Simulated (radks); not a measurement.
Question: Ionisation ladder of cadmium, from Cd I to Cd XXII. Each ion is in the ground configuration listed by NIST, and IE = E(next ion) - E(this ion). Method: scalar-relativistic Kohn-Sham, PBE, spin-unpolarised, spherical densities, point nucleus; computed with a radial shooting solver on a logarithmic mesh with Libxc functionals.

species       configuration  IE, Delta-SCF (eV)  -e(HOMO) (eV)  HOMO  <r> HOMO (bohr)
Cd I          [Kr] 4d10 5s2               9.273          5.660    5s             2.90
Cd II         [Kr] 4d10 5s1              17.126         13.058    5s             2.65
Cd III            [Kr] 4d10              38.009         30.444    4d             1.25
Cd IV              [Kr] 4d9              54.062         45.823    4d             1.20
Cd V               [Kr] 4d8              71.341         62.521    4d             1.15
Cd VI              [Kr] 4d7              89.700         80.364    4d             1.11
Cd VII             [Kr] 4d6              109.04         99.229    4d             1.08
Cd VIII            [Kr] 4d5              129.27         119.03    4d             1.05
Cd IX              [Kr] 4d4              150.35         139.70    4d             1.02
Cd X               [Kr] 4d3              172.22         161.19    4d            0.995
Cd XI              [Kr] 4d2              194.84         183.44    4d            0.972
Cd XII             [Kr] 4d1              218.18         206.43    4d            0.950
Cd XIII                [Kr]              308.65         295.72    4p            0.856
Cd XIV    [Ar] 3d10 4s2 4p5              335.01         321.85    4p            0.845
Cd XV     [Ar] 3d10 4s2 4p4              361.80         348.44    4p            0.833
Cd XVI    [Ar] 3d10 4s2 4p3                   ?         375.43    4p            0.822
Cd XVII   [Ar] 3d10 4s2 4p2              416.49         402.79    4p            0.812
Cd XVIII  [Ar] 3d10 4s2 4p1                   ?         430.46    4p            0.802
Cd XIX        [Ar] 3d10 4s2              519.22         504.73    4s            0.765
Cd XX         [Ar] 3d10 4s1                   ?         534.02    4s            0.757
Cd XXI            [Ar] 3d10                   ?         933.45    3d            0.325
Cd XXII            [Ar] 3d9              1034.0         1000.2    3d            0.320

Estimate the withheld Delta-SCF values.

Answer: Cd XVI: 388.97 eV (NIST 385); Cd XVIII: 444.29 eV (NIST 452.6); Cd XX: 548.81 eV (NIST 546.2); Cd XXI: 966.43 eV (NIST 963).

Beside tabulated values, note that spin-unpolarised runs miss the spin-polarisation part of the exchange energy of open shells.
